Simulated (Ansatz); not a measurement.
Be6⁺. The state is a doublet with charge 1. Geometry PBE0/def2-TZVP; atoms count from 1.

```xyz
6

Be   -2.0735    0.4321   -1.2031
Be    0.7214   -1.2399    0.3740
Be    2.0338    0.2278   -0.0547
Be    0.0470    0.4619   -0.8863
Be   -1.2747   -0.3880    0.4927
Be    0.5459    0.5061    1.2774
```

The structure comes from a short search, and lower isomers may exist.

Q: Estimate the Mulliken populations from the PBE0/def2-TZVP orbitals of Ansatz.

A: 
| atom | charge (e) | spin (α − β) |
| --- | --- | --- |
| Be1 | 0.09 | 0.51 |
| Be2 | 0.09 | 0.01 |
| Be3 | 0.14 | -0.06 |
| Be4 | 0.38 | 0.21 |
| Be5 | 0.22 | 0.32 |
| Be6 | 0.09 | 0.01 |
Mulliken values depend strongly on the basis.

Q: Where does the spin sit?

A: Summed by element: Be 1.00, of 1 unpaired in all. Largest on single atoms: Be1 0.51, Be5 0.32, Be4 0.21.

Q: And the Mayer bond orders between heavy atoms (over 0.3)?

A: Be1–Be4 0.62 (2.14 Å); Be1–Be5 0.84 (2.05 Å); Be2–Be3 0.81 (2.02 Å); Be2–Be4 0.46 (2.22 Å); Be2–Be5 0.55 (2.17 Å); Be2–Be6 0.77 (1.97 Å); Be3–Be4 0.52 (2.17 Å); Be3–Be6 0.80 (2.02 Å); Be4–Be5 0.37 (2.09 Å); Be4–Be6 0.46 (2.22 Å); Be5–Be6 0.55 (2.17 Å).
